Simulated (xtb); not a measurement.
In(Cl)(vinyl)(OH) (C2H4ClInO), SMILES C=[CH][In]([OH])[Cl]. All values are semi-empirical tight-binding results from xtb (GFN2-xTB unless named), good for trends rather than for accurate numbers. The structure is a stationary point at GFN2-xTB. The structure was generated by enumeration; whether it is a known compound was not checked. Other conformers were not sampled.

Optimised geometry:

Bonds (Å): In1–Cl2 2.325, In1–C3 2.212, In1–O8 1.963, C3–C4 1.314, C3–H5 1.082, C4–H6 1.084, C4–H7 1.081, O8–H9 0.956. Bond angles (°): Cl2–In1–C3 134.5, Cl2–In1–O8 110.9, C3–In1–O8 114.6, In1–C3–C4 118.3, In1–C3–H5 117.4, C4–C3–H5 124.3, C3–C4–H6 121.9, C3–C4–H7 121.5, H6–C4–H7 116.6, In1–O8–H9 114.7.
Charge 0, spin multiplicity 1.

For metal compounds this method's bond lengths and energies can be far off.

| Item | Value |
|---|---|
| point group as xtb finds it | Cs |
| orbital gap | 3.35 eV |
| zero-point energy | 32.5 kcal/mol |
| G − E(el) at 298.15 K (modified RRHO) | 10.8 kcal/mol |

Task: Give the atomic charges and the Wiberg bond orders between heavy atoms. (Estimate from the structure and the level; the computed values follow.)

Result: charges (e) In1 0.25, Cl2 -0.19, C3 -0.05, C4 -0.06, H5 0.08, H6 0.08, H7 0.11, O8 -0.53, H9 0.30. Bond orders In1–Cl2 1.02, In1–C3 0.71, C3–C4 2.00, In1–O8 1.00.
